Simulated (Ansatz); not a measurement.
Reactions of `[SiH3]C[CH2][GeH3]`.

Program: Ansatz. Geometries: PBE0-D4/def2-TZVP. ΔE: electronic, gas phase. CCSD(T)/CBS adds triple-zeta CCSD(T) − MP2 to the extrapolated MP2 energy (def2 sets, frozen cores). This one scheme is used for every species. DFT in def2-TZVPP. def2 core potentials past Kr. For Ge, Sn outer-core shells are correlated without core-valence functions, which leaves a few kJ/mol of doubt a bond. Scalar relativity is left out up to krypton. One conformer a species, not always the lowest.

```csv
reaction,PBE0-D4 (kJ/mol),ωB97X-V (kJ/mol),B2PLYP (kJ/mol),CCSD/CBS(def2) (kJ/mol),CCSD(T)/CBS(def2) (kJ/mol)
`[SiH3]C[CH2][GeH3]` + `CC#C[SiH2]Cl` → `CC#[C][GeH3]` + `[SiH3]CC[SiH2]Cl`,7,5,12,11,11
`[SiH3]C[CH2][GeH3]` + `N[SiH3]` → `[SiH3][NH][GeH3]` + `CC[SiH3]`,-24,-29,-29,-26,-25
`[SiH3]C[CH2][GeH3]` + `OB(O)O` → `OB(O)OC[SiH3]` + `[CH3][GeH3]`,69,63,64,71,72
`[SiH3]C[CH2][GeH3]` + `[Cl][SnH]([Cl])[Cl]` → `[SiH3][Sn]([Cl])([Cl])[Cl]` + `C[CH2][GeH3]`,-59,-52,-56,-55,-55
```

Largest T1 diagnostic: 0.012, for `OB(O)OC[SiH3]`.
